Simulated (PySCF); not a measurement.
Si(Cl)(Br)2(OH) (Br2ClHOSi), SMILES O[Si](Cl)(Br)Br. The structure is a stationary point at PBE-D3(BJ)/def2-SVP. The structure was generated by enumeration, and PubChem lists no compound with its InChIKey, so it may never have been made. The values are those of a single conformer.

The numbers are results of PySCF 2.14.0 with PBE-D3(BJ)/def2-SVP, not measurements.

Harmonic wavenumbers (cm⁻¹): 91, 122, 165, 184, 223, 246, 350, 495, 572, 795, 915, 3741. Rotational constants (GHz): 1.393, 0.8083, 0.6317; symmetry number 1.

**Question.** Work out the zero-point energy and the ideal-gas rigid-rotor harmonic-oscillator thermochemistry at 298.15 K and 1 atm.

**Answer.** ZPE = ½ Σ hcν = ½ × 7899 cm⁻¹ = 11.29 kcal/mol. H − E(el) = 16.53 kcal/mol. Entropy in cal/(mol K): translation 42.33, rotation 30.49, vibration 17.87, total 90.69. G − E(el) = -10.51 kcal/mol. Cp = 24.22 cal/(mol K). Modes under 150 cm⁻¹ make the vibrational entropy uncertain.
